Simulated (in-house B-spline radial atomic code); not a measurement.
**RPA and G0W0 on BLYP: the calcium ion Ca⁸⁺**

Configuration [Ne] 3s2, mean-field start BLYP. Computed with a B-spline radial code for spherical atoms: all electrons, non-relativistic, point nucleus, each spin shell either full or empty, empty states to l = 9 with an (l + 1/2)⁻⁴ tail; G0W0 by contour deformation at full frequency.

Command:
```bash
python run_gw.py task.json out
```
Settings (radii: box in bohr, nucleus in fm):
```
Z                        20
electrons                12
configuration            [Ne] 3s2
hamiltonian              nr
method                   b88,lyp
lmax                     9
spin_polarised           False
box_radius               7.7
intervals                47
ion_configuration        [Ne] 3s1
```

Time taken, with all properties: 1.4 s on 1 thread of Arm Neoverse V2 (shared host).

Energies (hartree):

```
                                     term       value
                         mean-field total  -655.45391
Hartree-Fock functional on these orbitals  -654.90176
                      direct second order    -0.90621
                    second-order exchange     0.33583
                         SOSEX correction     0.29734
```

What is the RPA correlation energy, and what remains with SOSEX?

RPA gives -0.79902 hartree (-1.81 eV per electron); RPA + SOSEX gives -0.50168, and the second-order doubles -0.57038 hartree (no singles). RPA lacks exchange-type terms and so overcorrelates at short range.

Quasi-particle levels (eV):

```
level  occupied  mean field  Σx - vxc     Σc  QP weight     G0W0
   3s       yes     -177.99     -7.66      ?          ?        ?
   2p       yes     -497.98    -34.40   4.44      0.958  -527.95
   3p        no     -157.34     11.65  -2.40      0.951  -148.09
```

G0W0 = mean field + (Σx - vxc) + Σc, with Σc (partial-wave tail included) taken at the quasi-particle energy. Levels of low weight are left out.

Where does G0W0 put 3s?

At -188.55 eV, with Σc = -2.90 eV and a quasi-particle weight of 0.962. The tabulated removal energy is 188.54 ± 0.06 eV (NIST, semi-empirical); the calculation leaves out relativity, Breit and QED terms, and what these don't explain is the method's own error.

What does it cost to remove one electron (to [Ne] 3s1) by differences of total energies, each species on its own start (correlation terms add to the Hartree-Fock functional)?

BLYP 187.79 eV, Hartree-Fock functional 185.42 eV, + RPA 188.50 eV, + RPA + SOSEX 187.68 eV, + second order 188.61 eV. Tabulated: 188.54 ± 0.06 eV (NIST, semi-empirical); the calculation leaves out relativity, Breit and QED terms, and what these don't explain is the method's own error.
